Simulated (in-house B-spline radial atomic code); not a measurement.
wB97X excitations of N⁵⁺

Method: wB97X. Computed with an all-electron radial atomic-structure program (B-spline basis): linear response of the closed shell 1s2 with the functional's adiabatic kernel; scalar-relativistic (spin-free one-electron X2C), finite nucleus, no spin-orbit coupling, no double excitations, S, P, D and F terms only.

Command:
```bash
python run_td.py task.json out
```
Settings (radii: box in bohr, nucleus in fm):
```
Z                        7
electrons                2
configuration            1s2
hamiltonian              x2c
method                   wb97x
box_radius               16.35
rms_radius               2.5582
intervals                73
```

Cost of the run: 0.4 s on 1 thread of Arm Neoverse N1 (shared host).

The lowest states, in the order of their Tamm-Dancoff energies; the method's threshold (minus the highest occupied level) is 522.42 eV. Labels give the largest channel, * marks a mixed state, and oscillator strengths are full-response dipole values. Semilocal kernels can invert the small singlet-triplet splittings of Rydberg terms. Energies in eV:

```csv
state,full response,Tamm-Dancoff,oscillator strength
1s → 2s 3S,408.51,408.59,-
1s → 2s 1S,415.06,415.17,-
1s → 2p 3P,416.78,416.89,-
1s → 2p 1P,?,?,?
1s → 3s 3S,471.52,471.54,-
1s → 3s 1S,473.05,473.08,-
1s → 3p 3P,473.62,473.64,-
1s → 3p 1P,474.61,474.64,0.132
1s → 3d 3D,?,?,-
1s → 3d 1D,475.34,475.34,-
```

Task: Where does 1s → 2p 1P lie?

Result: At 420.79 eV in full response, 420.89 eV in Tamm-Dancoff, oscillator strength 0.579.

Task: Where does 1s → 3d 3D lie?

Result: At 474.84 eV in full response, 474.84 eV in Tamm-Dancoff.

Task: How large is the singlet-triplet splitting of 1s → 2s (S terms) in Tamm-Dancoff?

Result: 6.58 eV, from the unrounded values.

Task: What polarisabilities and dispersion coefficient does the method give?

Result: Dipole 0.004707 bohr³, quadrupole 0.0003923 bohr⁵, C6 0.0003058 hartree·bohr⁶ for two such species.
